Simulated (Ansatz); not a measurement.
Cost and result up the ladder for the cluster Mg₂F₄ (6 atoms). Charge 0, multiplicity 1. Geometry: PBE0-D4/def2-SVP.

```xyz
6

Mg    0.519    0.033    0.633
Mg   -1.071   -0.069   -1.302
F     0.784   -0.116   -1.382
F    -0.966   -1.260    0.119
F     1.644    0.107    1.994
F    -0.910    1.305   -0.063
```

Ansatz on 4 threads of Arm Neoverse V2 on a shared host. Times are rough, and most runs start from the orbitals of an earlier one. PBE0-D4/def2-TZVP serves as the yardstick here, not as an exact answer. Differences are given only for rows in sets of like size (and for xTB, whose basis is part of the method), since another set adds its own error. Binding counts from free atoms at the same level (Mg singlet, F doublet; other spins of the atoms weren't run), without zero-point energy or a counterpoise term.

Correlated methods freeze 6 core orbitals; core or outer-core shells of Mg are correlated, in sets that lack core-valence functions. The rows differ in basis, and correlated rows in double-zeta sets carry the largest basis error. Another isomer (singlet) lies 0.64 eV lower at PBE0-D4/def2-TZVP; other spin states weren't run for this one.

Correlated methods converge slowly with the basis, most of all in double-zeta sets.

```json
{"level": "PBE-D4/def2-TZVP (with forces)", "functions": "188", "wall time": "1.4 s", "binding energy per atom (eV)": "3.87", "difference from PBE0-D4/def2-TZVP (eV)": "0.14"}
{"level": "PBE0-D4/def2-TZVP", "functions": "188", "wall time": "1.9 s", "binding energy per atom (eV)": "3.73", "difference from PBE0-D4/def2-TZVP (eV)": "0.00"}
{"level": "BHLYP-D4/def2-TZVP", "functions": "188", "wall time": "1.9 s", "binding energy per atom (eV)": "3.58", "difference from PBE0-D4/def2-TZVP (eV)": "-0.15"}
{"level": "r2SCAN-D4/def2-TZVP", "functions": "188", "wall time": "2.4 s", "binding energy per atom (eV)": "3.90", "difference from PBE0-D4/def2-TZVP (eV)": "0.17"}
{"level": "r2SCANh-D4/def2-TZVP", "functions": "188", "wall time": "3 s", "binding energy per atom (eV)": "3.84", "difference from PBE0-D4/def2-TZVP (eV)": "0.11"}
{"level": "CCSD(T)/def2-SVP", "functions": "92", "wall time": "6 s", "binding energy per atom (eV)": "3.71", "difference from PBE0-D4/def2-TZVP (eV)": "–"}
```
